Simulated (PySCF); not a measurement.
Dipole polarisabilities along group 10

Calculated with PySCF 2.14 for the ground configurations, without spin-orbit coupling: coupled response for Hartree-Fock and DFT, finite fields for MP2 and CCSD(T), with Ni [Ar]; Pd 4s2 4p6; Pt 5s2 5p6 frozen. Mean α in bohr³, C₆ of like pairs in atomic units.

```json
{"species": "Ni [Ar] 3d8 4s2 (def2-TZVPPD, non-relativistic)", "α UHF": "64.57", "α PBE": "47.75", "α PBE0": "51.45", "α MP2": "48.19", "α CCSD(T)": "50.59", "α recommended (Schwerdtfeger and Nagle)": "49 ± 3", "C₆ UHF": "559.3", "C₆ PBE": "365.6", "C₆ PBE0": "407.2"}
{"species": "Pd [Kr] 4d10 (def2-TZVPPD with the def2 core potential (28 electrons), ECP)", "α UHF": "14.94", "α PBE": "20.01", "α PBE0": "18.09", "α MP2": "17.79", "α CCSD(T)": "17.52", "α recommended (Schwerdtfeger and Nagle)": "26.14 ± 0.1", "C₆ UHF": "70.55", "C₆ PBE": "89.86", "C₆ PBE0": "83.26"}
{"species": "Pt [Xe] 4f14 5d9 6s1 (def2-TZVPPD with the def2 core potential (60 electrons), ECP)", "α UHF": "50.38", "α PBE": "35.11", "α PBE0": "36.64", "α MP2": "31.59", "α CCSD(T)": "39.33", "α recommended (Schwerdtfeger and Nagle)": "48 ± 4", "C₆ UHF": "424.6", "C₆ PBE": "289.6", "C₆ PBE0": "302.6"}
```

Hartree-Fock lacks correlation. MP2 and CCSD(T) carry the error of the frozen core. All values carry a basis error, and heavy open shells lack spin-orbit coupling.
